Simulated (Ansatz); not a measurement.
trans-NiCl2(PH3)2 (NiP₂H₆Cl₂), relaxed as a singlet with RKS PBE-D4/def2-SVP in Ansatz, starting from the PBE-D4/def2-SVP geometry of the neutral triplet. Force threshold 0.02 eV/Å.

The restricted singlet is unstable towards broken spin symmetry in Hartree–Fock (as tested in another run); at PBE-D4/def2-SVP this wasn't settled. The name describes the triplet; other states may take another shape.

Start:

Cartesian coordinates in Å:
```
Ni 0.006 -0.002 0.000
Cl 0.321 -1.848 -1.180
P -0.142 1.285 -1.888
H 1.138 1.370 -2.518
H -0.440 2.687 -1.876
H -0.900 0.919 -3.048
Cl 1.238 1.520 1.032
P -0.319 -1.188 1.931
H -0.642 -0.586 3.191
H 0.902 -1.815 2.327
H -1.164 -2.342 2.028
```

```csv
step,energy (eV),largest force component (eV/Å),SCF passes
1,-84722.1677,0.888,46
2,-84722.5424,0.490,27
3,-84722.7541,0.213,26
4,-84722.8118,0.059,20
5,-84722.8229,0.053,19
6,-84722.8290,0.023,20
7 (rejected),-84722.8267,0.305,21
8,-84722.8298,0.009,21
9,-84722.8301,0.059,19
10,-84722.8306,0.023,21
11,-84722.8307,0.002,21
```

Force components are those of the run's own axes.

End:

Cartesian coordinates in Å:
```
Ni -0.111 0.026 0.012
Cl -0.522 -1.767 -1.155
P 0.049 1.180 -1.807
H 1.365 1.242 -2.369
H -0.235 2.581 -1.792
H -0.661 0.773 -2.979
Cl 0.434 1.790 1.165
P -0.119 -1.165 1.813
H -0.373 -0.549 3.079
H 1.129 -1.790 2.130
H -0.957 -2.320 1.902
```

By distances, no bond broke or formed. The bond that changes most is Ni1–P8, from 2.29 to 2.16 Å (atoms count from 1).

The force fell under the threshold at step 8, but the optimiser went on. No frequencies were taken in this run, so the end may be a saddle point.

It took 9 s on 4 threads of Intel Xeon 6975P-C on a shared host.
